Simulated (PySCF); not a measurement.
## Working out the ionisation energy of Al⁺

Al⁺ [Ne] 3s2 (1S) → Al²⁺ [Ne] 3s1 (2S). Calculation: PySCF 2.14, in aug-cc-pwCVDZ (6s5p3d, 36 functions); the non-relativistic Hamiltonian (point nucleus). Frozen: 1s2. Energies in hartree (1 hartree = 27.21139 eV):

```tsv
part	Al⁺ (lower)	Al²⁺ (upper)
UHF	-241.668590	-241.024018
CCSD correlation	-0.167523	-0.125722
(T)	-0.001888	-0.001039
```

**Question.** What does Hartree-Fock give?

**Answer.** (-241.024018) − (-241.668590) = 0.644572 hartree = 17.540 eV.

**Question.** What do CCSD and CCSD(T) give?

**Answer.** The CCSD correlation energies differ by 0.041801 hartree = 1.137 eV and the triples by 0.000849 hartree = 0.023 eV, so CCSD gives 18.677 eV and CCSD(T) 18.700 eV.

Measured between the centres of the two terms (NIST): 18.829 eV, so CCSD(T) (valence and next inner shell) is off by -0.129 eV.

A double-zeta basis recovers only part of the correlation energy.

What remains against the reference includes basis incompleteness, the frozen core and higher excitations.
